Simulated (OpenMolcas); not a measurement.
# What dynamic correlation does to the levels of Fe3+

```
Program             : OpenMolcas
Basis               : ANO-RCC-VQZP [7s6p4d3f2g1h]
Scalar Hamiltonian  : DKH2, point nucleus
Active space        : 11 electrons in 8 orbitals (RAS1 3p, at most 2 holes; RAS2 3d)
State averaging     : 2S+1 = 6 even, 1 root; 2S+1 = 4 even, 24 roots; 2S+1 = 2 even, 53 roots
Spin-orbit coupling : state interaction with AMFI integrals over the reference wave functions, term energies averaged over their components
```

Methods on the same reference wave functions:
A. RASSCF
B. SS-RASPT2, IPEA 0.25 Eh, imaginary shift 0.1 Eh (closed shells correlated: 3s)
C. MS-RASPT2, IPEA 0.25 Eh, imaginary shift 0.1 Eh (closed shells correlated: 3s)

Energies in cm-1 above 3d5 6S 5/2, the measured ground level; measured values from Corliss and Sugar, J. Phys. Chem. Ref. Data 11, 135 (1982).

| Level | A | B | C | Measured |
| --- | --- | --- | --- | --- |
| 3d5 6S 5/2 | 0.0 | 0.0 | 0.0 | 0.0 |
| 3d5 4G 5/2 | 38411 | 33050 | 33050 |  |
| 3d5 4G 7/2 | 38442 | 33080 | 33080 |  |
| 3d5 4G 11/2 | 38452 | 33090 | 33090 | 32246 |
| 3d5 4G 9/2 | 38462 | 33100 | 33100 |  |
| 3d5 4P 5/2 | 39303 | 36630 | 36630 | 35254 |
| 3d5 4P 3/2 | 39354 | 36700 | 36700 | 35333 |
| 3d5 4P 1/2 | 39398 | 36780 | 36780 | 35407 |
| 3d5 4D 7/2 | 45422 | 40100 | 40100 | 38779 |
| 3d5 4D 1/2 | 45477 | 40170 | 40170 | 38897 |
| 3d5 4D 3/2 | 45515 | 40240 | 40240 |  |
| 3d5 4D 5/2 | 45524 | 40270 | 40270 |  |
| 3d5 2D 5/2 [70 %] | 56023 | 51550 | 51550 | 49542 |
| 3d5 2I 11/2 | 56258 | 48090 | 48090 |  |
| 3d5 2I 13/2 | 56342 | 48160 | 48160 |  |
| 3d5 2D 3/2 | 56577 | 52120 | 52120 | 50051 |
| 3d5 2F 7/2(1) | 58109 | 53410 | 53320 | 51394 |
| 3d5 4F 9/2 | 60342 | 54240 | 54240 | 52621 |
| 3d5 4F 7/2 | 60366 | 54280 | 54290 | 52695 |
| 3d5 4F 5/2 [60 %] | 60428 | 54500 | 54530 |  |
| 3d5 4F 3/2 | 60473 | 54470 | 54470 |  |
| 3d5 2H 9/2 | 64504 | 57710 | 57710 | 56058 |
| 3d5 2H 11/2 | 64739 | 58020 | 58020 | 56369 |
| 3d5 2G 7/2 | 67290 | 59330 | 59320 | 57408 |

Deviations, from unrounded energies. A percentage is the sum of absolute deviations over the sum of measured energies, with the sign that they share, or ± where signs differ.

```tsv
Against measurement	Levels	A	B	C
mean absolute deviation (cm-1)	14	6700	1600	1600
other terms of the ground configuration (%)	14	+14.5	+3.4	+3.4
```

B, C lie about equally close to measurement and A furthest from it. The largest miss of C in the table is 3d5 2D 3/2, by +2100 cm-1. The ranking rests on the paired levels alone, and a cruder setting can come out closer through cancelling errors.

Between B and C the level of the table that moves most is 3d5 2F 7/2(1), by 85 cm-1 (lowest in C, highest in B). Moves below CASPT2's spread within the term are not significant.

The two smallest mean deviations differ by little beside CASPT2's spread within terms, so their order carries little weight.

From A to B the spin-free energies of the other terms of 3d5 shown, above 6S, scale by factors of 0.85 to 0.93, as is usual when dynamic correlation screens the repulsion within a d or f shell.

The lowest spin-free term lies below A's lowest term by 0.421 hartree in B, 0.421 hartree in C.

CASPT2 breaks the degeneracy within a term, and the mean is taken; among the terms shown or strongly mixed into the levels shown the widest spread is 1000 cm-1 (3d5 2I, C). Active for correlation alone: 3p; no level in the range computed is led by a configuration that opens it, so any true level of that kind is missing. Without dynamic correlation excited terms often stand tens of per cent too high (terms of higher spin than the ground term too low), and those without a measured partner can miss by more than the paired ones (holds for A). Measured partners are found by configuration, term and J. A level has none where our copy of the source lacks it or the pairing is in doubt (some pairs that miss far off the trend of their configuration count as doubtful), and it then counts in no deviation. Only configurations of the active space appear. The table leaves out levels that lie high or whose names do not pair safely across all columns.

A share in square brackets marks a mixed level and gives the weight of the term that names it, the lowest over the columns. A number in round brackets counts repeated terms of one configuration in the order of the reference energies.
